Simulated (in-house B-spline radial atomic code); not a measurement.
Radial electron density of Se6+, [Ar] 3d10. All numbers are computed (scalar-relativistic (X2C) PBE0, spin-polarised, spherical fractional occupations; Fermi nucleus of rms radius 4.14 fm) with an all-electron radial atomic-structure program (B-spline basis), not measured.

One-electron X2C: radii and densities carry no picture-change correction, so inner-shell <1/r> comes out high (for 1s by about 2 % at Z = 33, 5 % at 54, 10 % at 75, 30 % at 118) and <r> low.

Columns: r (bohr), 4πr²n(r) (electrons per bohr), bar.

```
 0.00168    1.289 #
   0.002    1.736 ##
 0.00238    2.327 ##
 0.00283    3.101 ###
 0.00337    4.122 ####
 0.00401    5.438 #####
 0.00478    7.139 ######
 0.00569    9.267 ########
 0.00677    11.89 ###########
 0.00806    15.07 #############
  0.0096    18.82 #################
  0.0114    22.99 #####################
  0.0136    27.61 #########################
  0.0162    32.24 #############################
  0.0193     36.5 #################################
   0.023    39.87 ####################################
  0.0273    41.78 #####################################
  0.0326    41.95 #####################################
  0.0388    40.37 ####################################
  0.0462    37.67 ##################################
   0.055    35.07 ###############################
  0.0654    34.08 ##############################
  0.0779    35.84 ################################
  0.0928    40.32 ####################################
    0.11    45.65 #########################################
   0.132    49.32 ############################################
   0.157    48.18 ###########################################
   0.186    42.32 ######################################
   0.222    33.89 ##############################
   0.264    27.68 #########################
   0.315    26.49 ########################
   0.375    29.51 ##########################
   0.446    32.55 #############################
   0.531     31.7 ############################
   0.633    26.04 #######################
   0.753    17.94 ################
   0.897    10.26 #########
    1.07    4.833 ####
    1.27    1.922 ##
    1.51    0.614 #
     1.8   0.1495 
    2.15  0.02586
```

On this grid the curve has 3 maxima, near 0.0326, 0.132, 0.446 bohr.

The 3d up radial function P(r) = rR(r), positive near the nucleus:

```json
{"r (bohr)": "0.0136", "P": "0.001419"}
{"r (bohr)": "0.0193", "P": "0.003741"}
{"r (bohr)": "0.0273", "P": "0.009567"}
{"r (bohr)": "0.0388", "P": "0.02402"}
{"r (bohr)": "0.055", "P": "0.05734"}
{"r (bohr)": "0.0779", "P": "0.1287"}
{"r (bohr)": "0.11", "P": "0.265"}
{"r (bohr)": "0.157", "P": "0.5009"}
{"r (bohr)": "0.222", "P": "0.8137"}
{"r (bohr)": "0.315", "P": "1.124"}
{"r (bohr)": "0.446", "P": "1.268"}
{"r (bohr)": "0.633", "P": "1.132"}
{"r (bohr)": "0.897", "P": "0.774"}
{"r (bohr)": "1.27", "P": "0.3797"}
{"r (bohr)": "1.8", "P": "0.1165"}
```
